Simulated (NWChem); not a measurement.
Everything below was run with NWChem. System: B₂, charge 0, spin multiplicity 3, at a geometry optimised with UPBE0/def2-SVP. The structure started from a generated list of species. Its SCF solution wasn't tested for a lower state. Level: UMP2/cc-pVQZ, 2 core orbitals frozen.

The NWChem input:

```
start mol
memory heap 200 mb stack 900 mb global 1100 mb
geometry units angstroms nocenter noautoz
  B      0.000000     0.000000     0.812772
  B      0.000000     0.000000    -0.812772
  symmetry group D2h
end
basis spherical
  * library cc-pvqz
end
scf
  uhf
  nopen 2
  maxiter 100
  thresh 1e-7
  semidirect memsize 60000000 filesize 0
  # guess.movecs holds the orbitals of an unrestricted PBE0 run
  vectors input guess.movecs output mol.movecs
end
mp2
  freeze core 2
end
task mp2 energy
```

Part of the output:

```
             Northwest Computational Chemistry Package (NWChem) 7.3.0
             --------------------------------------------------------

                                NWChem Input Module
                                -------------------

 Scaling coordinates for geometry "geometry" by  1.889725989
 (inverse scale =  0.529177249)

 Turning off AUTOSYM since
 SYMMETRY directive was detected!

                             Geometry "geometry" -> ""
                             -------------------------

 Output coordinates in angstroms (scale by  1.889725989 to convert to a.u.)

  No.       Tag          Charge          X              Y              Z
 ---- ---------------- ---------- -------------- -------------- --------------
    1 B                    5.0000     0.00000000     0.00000000     0.81277200
    2 B                    5.0000     0.00000000     0.00000000    -0.81277200

 Effective nuclear repulsion energy (a.u.)       8.1384639388

            Nuclear Dipole moment (a.u.)
            ----------------------------
        X                 Y               Z
 ---------------- ---------------- ----------------
     0.0000000000     0.0000000000     0.0000000000

      Symmetry information
      --------------------

 Group name             D2h
 Group number             26
 Group order               8
 No. of unique centers     1

      Symmetry unique atoms

     1


 Summary of "ao basis" -> "" (spherical)
 ------------------------------------------------------------------------------
       Tag                 Description            Shells   Functions and Types
 ---------------- ------------------------------  ------  ---------------------
 *                          cc-pvqz                   on all atoms

 Summary of "ao basis" -> "ao basis" (spherical)
 ------------------------------------------------------------------------------
       Tag                 Description            Shells   Functions and Types
 ---------------- ------------------------------  ------  ---------------------
 B                          cc-pvqz                 15       55   5s4p3d2f1g

                                 NWChem SCF Module
                                 -----------------

  ao basis        = "ao basis"
  functions       =   110
  atoms           =     2
  alpha electrons =     6
  beta  electrons =     4
  charge          =   0.00
  wavefunction    = UHF
  use symmetry    = T
  symmetry adapt  = T

 Summary of "ao basis" -> "ao basis" (spherical)
 ------------------------------------------------------------------------------
       Tag                 Description            Shells   Functions and Types
 ---------------- ------------------------------  ------  ---------------------
 B                          cc-pvqz                 15       55   5s4p3d2f1g

      Symmetry analysis of basis
      --------------------------

        ag         22
        au          7
        b1g         7
        b1u        22
        b2g        13
        b2u        13
        b3g        13
        b3u        13

 Forming initial guess at       0.2s

   Symmetry analysis of molecular orbitals - initial alpha
   -------------------------------------------------------

  Numbering of irreducible representations:

     1 ag          2 au          3 b1g         4 b1u         5 b2g
     6 b2u         7 b3g         8 b3u

  Orbital symmetries:

     1 ag          2 b1u         3 ag          4 b1u         5 b2u
     6 b3u         7 ag          8 b2g         9 b3g        10 b1u
    11 b3u        12 b2u        13 ag         14 ag         15 b2g
    16 b3g

   Symmetry analysis of molecular orbitals - initial beta
   ------------------------------------------------------

  Numbering of irreducible representations:

     1 ag          2 au          3 b1g         4 b1u         5 b2g
     6 b2u         7 b3g         8 b3u

  Orbital symmetries:

     1 ag          2 b1u         3 ag          4 b1u         5 ag
     6 b2u         7 b3u         8 b2g         9 b3g        10 b1u
    11 ag         12 b3u        13 b2u        14 ag         15 b3g
    16 b2g

 Starting SCF solution at       0.3s

 ----------------------------------------------
         Quadratically convergent UHF

 Convergence threshold     :          1.000E-07
 Maximum no. of iterations :          100
 Integral*density screening:          1.000E-09
 ----------------------------------------------

              iter       energy          gnorm     gmax       time
             ----- ------------------- --------- --------- --------
                 1      -49.0858319693  2.98D-01  7.31D-02      2.5
                 2      -49.0946003643  9.86D-03  4.04D-03      2.8
                 3      -49.0946325278  3.20D-05  1.74D-05      3.2
                 4      -49.0946325283  4.69D-09  1.52D-09      3.8

       Final UHF  results
       ------------------

         Total SCF energy =    -49.094632528252
      One electron energy =    -80.786713515390
      Two electron energy =     23.553617048301
 Nuclear repulsion energy =      8.138463938837

                       Sz =      1.0000
                 Sz(Sz+1) =      2.0000
                      S^2 =      2.0124

        Time for solution =      3.6s

       Symmetry analysis of molecular orbitals - alpha
       -----------------------------------------------

  Numbering of irreducible representations:

     1 ag          2 au          3 b1g         4 b1u         5 b2g
     6 b2u         7 b3g         8 b3u

  Orbital symmetries:

     1 ag          2 b1u         3 ag          4 b1u         5 b3u
     6 b2u         7 ag          8 b2g         9 b3g        10 b1u
[...]
    10      0.191269  1 B  py                65     -0.191269  2 B  py

                     UHF Final Beta Molecular Orbital Analysis
                     -----------------------------------------

 Vector    2  Occ=1.000000D+00  E=-7.700861D+00  Symmetry=b1u
              MO Center=  2.9D-34,  8.7D-35,  1.1D-16, r^2= 7.0D-01
   Bfn.  Coefficient  Atom+Function         Bfn.  Coefficient  Atom+Function
  ----- ------------  ---------------      ----- ------------  ---------------
     1      0.703835  1 B  s                 56     -0.703835  2 B  s

 Vector    3  Occ=1.000000D+00  E=-6.316152D-01  Symmetry=ag
              MO Center=  5.5D-18,  5.1D-18, -2.9D-16, r^2= 1.2D+00
   Bfn.  Coefficient  Atom+Function         Bfn.  Coefficient  Atom+Function
  ----- ------------  ---------------      ----- ------------  ---------------
     4      0.329212  1 B  s                 59      0.329212  2 B  s
     2      0.234249  1 B  s                 57      0.234249  2 B  s
     3      0.195055  1 B  s                 58      0.195055  2 B  s

 Vector    4  Occ=1.000000D+00  E=-3.383044D-01  Symmetry=b1u
              MO Center= -2.7D-18, -9.6D-18,  2.7D-15, r^2= 3.0D+00
   Bfn.  Coefficient  Atom+Function         Bfn.  Coefficient  Atom+Function
  ----- ------------  ---------------      ----- ------------  ---------------
     4      0.364541  1 B  s                 59     -0.364541  2 B  s
     2      0.209091  1 B  s                 57     -0.209091  2 B  s
     5      0.201194  1 B  s                 60     -0.201194  2 B  s
     3      0.168032  1 B  s                 58     -0.168032  2 B  s

 Vector    5  Occ=0.000000D+00  E=-3.443623D-02  Symmetry=ag
              MO Center= -6.8D-18, -6.4D-18, -4.1D-16, r^2= 3.9D+00
   Bfn.  Coefficient  Atom+Function         Bfn.  Coefficient  Atom+Function
  ----- ------------  ---------------      ----- ------------  ---------------
     5      0.384281  1 B  s                 60      0.384281  2 B  s
    17      0.311093  1 B  pz                72     -0.311093  2 B  pz
    14      0.219153  1 B  pz                69     -0.219153  2 B  pz
    11      0.210233  1 B  pz                66     -0.210233  2 B  pz

 Vector    6  Occ=0.000000D+00  E= 2.351484D-02  Symmetry=b3u
              MO Center= -3.9D-17,  8.7D-18, -6.7D-18, r^2= 3.6D+00
   Bfn.  Coefficient  Atom+Function         Bfn.  Coefficient  Atom+Function
  ----- ------------  ---------------      ----- ------------  ---------------
    15      0.331492  1 B  px                70      0.331492  2 B  px
     9      0.165571  1 B  px                64      0.165571  2 B  px

 Vector    7  Occ=0.000000D+00  E= 2.351484D-02  Symmetry=b2u
              MO Center=  1.3D-32, -2.2D-19, -5.0D-17, r^2= 3.6D+00
   Bfn.  Coefficient  Atom+Function         Bfn.  Coefficient  Atom+Function
  ----- ------------  ---------------      ----- ------------  ---------------
    16      0.331492  1 B  py                71      0.331492  2 B  py
    10      0.165571  1 B  py                65      0.165571  2 B  py

 center of mass
 --------------
 x =   0.00000000 y =   0.00000000 z =   0.00000000

 moments of inertia (a.u.)
 ------------------
          51.942785492407           0.000000000000           0.000000000000
           0.000000000000          51.942785492407           0.000000000000
           0.000000000000           0.000000000000           0.000000000000

  Mulliken analysis of the total density
  --------------------------------------

    Atom       Charge   Shell Charges
 -----------   ------   -------------------------------------------------------
    1 B    5     5.00   1.99 -0.03  0.39  0.93  0.29  0.10  0.37  0.65  0.24  0.00  0.02  0.04  0.00  0.00  0.00
    2 B    5     5.00   1.99 -0.03  0.39  0.93  0.29  0.10  0.37  0.65  0.24  0.00  0.02  0.04  0.00  0.00  0.00

  Mulliken analysis of the alpha density
  --------------------------------------

    Atom       Charge   Shell Charges
 -----------   ------   -------------------------------------------------------
    1 B    5     3.00   0.99 -0.01  0.20  0.49  0.16  0.08  0.31  0.54  0.18  0.00  0.02  0.03  0.00  0.00  0.00
    2 B    5     3.00   0.99 -0.01  0.20  0.49  0.16  0.08  0.31  0.54  0.18  0.00  0.02  0.03  0.00  0.00  0.00

   Mulliken analysis of the beta density
   -------------------------------------

    Atom       Charge   Shell Charges
 -----------   ------   -------------------------------------------------------
    1 B    5     2.00   1.00 -0.02  0.20  0.44  0.13  0.01  0.06  0.10  0.06  0.00  0.01  0.01  0.00  0.00  0.00
    2 B    5     2.00   1.00 -0.02  0.20  0.44  0.13  0.01  0.06  0.10  0.06  0.00  0.01  0.01  0.00  0.00  0.00

   Mulliken analysis of the spin density
   -------------------------------------

    Atom       Charge   Shell Charges
 -----------   ------   -------------------------------------------------------
    1 B    5     1.00  -0.00  0.00 -0.00  0.06  0.03  0.07  0.26  0.44  0.12  0.00  0.01  0.03  0.00  0.00  0.00
    2 B    5     1.00  -0.00  0.00 -0.00  0.06  0.03  0.07  0.26  0.44  0.12  0.00  0.01  0.03  0.00  0.00  0.00

       Multipole analysis of the density wrt the origin
       ------------------------------------------------

     L   x y z        total         alpha         beta         nuclear
     -   - - -        -----         -----         ----         -------
     0   0 0 0     -0.000000     -6.000000     -4.000000     10.000000

     1   1 0 0      0.000000      0.000000     -0.000000      0.000000
     1   0 1 0     -0.000000     -0.000000      0.000000      0.000000
     1   0 0 1     -0.000000      0.000000     -0.000000      0.000000

     2   2 0 0    -10.457064     -7.623869     -2.833194      0.000000
     2   1 1 0      0.000000      0.000000      0.000000      0.000000
     2   1 0 1      0.000000      0.000000      0.000000      0.000000
     2   0 2 0    -10.457064     -7.623869     -2.833194      0.000000
     2   0 1 1      0.000000      0.000000      0.000000      0.000000
     2   0 0 2     -9.134898    -18.362880    -14.362409     23.590391

                   NWChem MP2 Semi-direct Energy/Gradient Module
                   ---------------------------------------------

  Basis functions       =    110
  Molecular orbitals    =    110
  Frozen core           =      2
  Frozen virtuals       =      0
  Active alpha occupied =      4
  Active beta occupied  =      2
  Active alpha virtual  =    104
  Active beta virtual   =    106
  Use MO symmetry       = T
  Use skeleton AO sym   = T

  AO/Fock/Back tols     =   1.0D-09  1.0D-09  1.0D-09

 GA uses MA = F    GA memory limited = T

 Available:
  local mem=  1.26D+08
 global mem=  1.44D+08
 local disk=  0.00D+00
  mp2_memr nvloc                   104
  nvloc new                   104
   1 passes of   4:        7340032                      59053                   8655676.
   1 passes of   4: M    126152897           G      144155000           F     118812865.

 Semi-direct pass number   1 of   1  for UHF alpha       at        4.2s
  vrange nnbf                  6105
  mp2_eaftype                    33  avail_ma_in_mb                  1099
 EAF : mp2_eaftype filesize          33    4327838.
  mp2_eaf for mointskh                     33
Node 0 wrote     20.3 Mb in      0.0 s     Agg I/O rate:  1451.6 Mb/s
 Done moints_semi at       11.3s
  mp2_eaftype                    33  avail_ma_in_mb                  1066
 EAF : mp2_eaftype filesize          33    4327838.
  mp2_eaf for kh                    33
 Done maket at       11.4s
 Done multipass loop at       11.4s

 GA uses MA = F    GA memory limited = T

 Available:
  local mem=  1.26D+08
 global mem=  1.44D+08
 local disk=  0.00D+00
  mp2_memr nvloc                   106
  nvloc new                   106
   1 passes of   2:        7340032                      42199                   4421248.
   1 passes of   2: M    126152897           G      144155000           F     118812865.

 Semi-direct pass number   1 of   1  for UHF beta        at       11.5s
  vrange nnbf                  6105
  mp2_eaftype                    16  avail_ma_in_mb                  1099
 EAF : mp2_eaftype filesize          16    2210624.
  mp2_eaf for mointskh                     16
Node 0 wrote     10.4 Mb in      0.0 s     Agg I/O rate:  2005.0 Mb/s
 Done moints_semi at       18.3s
  mp2_eaftype                    16  avail_ma_in_mb                  1083
 EAF : mp2_eaftype filesize          16    2210624.
  mp2_eaf for kh                    16
 Done maket at       18.4s
 Done multipass loop at       18.4s

          -------------------------------------------
          SCF energy                 -49.094632528252
          Correlation energy          -0.167736056846
          Singlet pairs                0.000000000000
          Triplet pairs                0.000000000000
          Total MP2 energy           -49.262368585098
          -------------------------------------------

          ---------------------------------------------------
                    Spin Component Scaled (SCS) MP2
          Same spin pairs                     -0.039603207299
          Same spin scaling factor             0.333333333333
          Opposite spin pairs                 -0.128132849547
          Opposite spin scaling fact.          1.200000000000
          SCS-MP2 correlation energy          -0.166960488556
          Total SCS-MP2 energy               -49.261593016809
          ---------------------------------------------------

 -----------------------
 Performance information
 -----------------------

 Timer overhead =  2.48D-07 seconds/call

               Nr. of calls         CPU time (s)                 Wall time (s)                GFlops
             ---------------    -------------------     ------------------------------   -------------------
Name         Min   Avg   Max    Min     Avg     Max     Min     Avg     Max   Mx/calls   Min     Max     Sum
mp2: moin     2     2     2    14.     14.     14.      14.     14.     14.     6.9      0.0     0.0     0.0
mp2: make     2     2     2   0.13    0.13    0.13     0.13    0.13    0.13    6.31E-2   0.0     0.0     0.0
mp2: tota     1     1     1    14.     14.     14.      14.     14.     14.     14.      0.0     0.0     0.0

 The average no. of pstat calls per process was 5.00D+00
 with a timing overhead of 1.24D-06s

 Task  times  cpu:       18.3s     wall:       18.3s

 Total times  cpu:       18.4s     wall:       18.4s
```
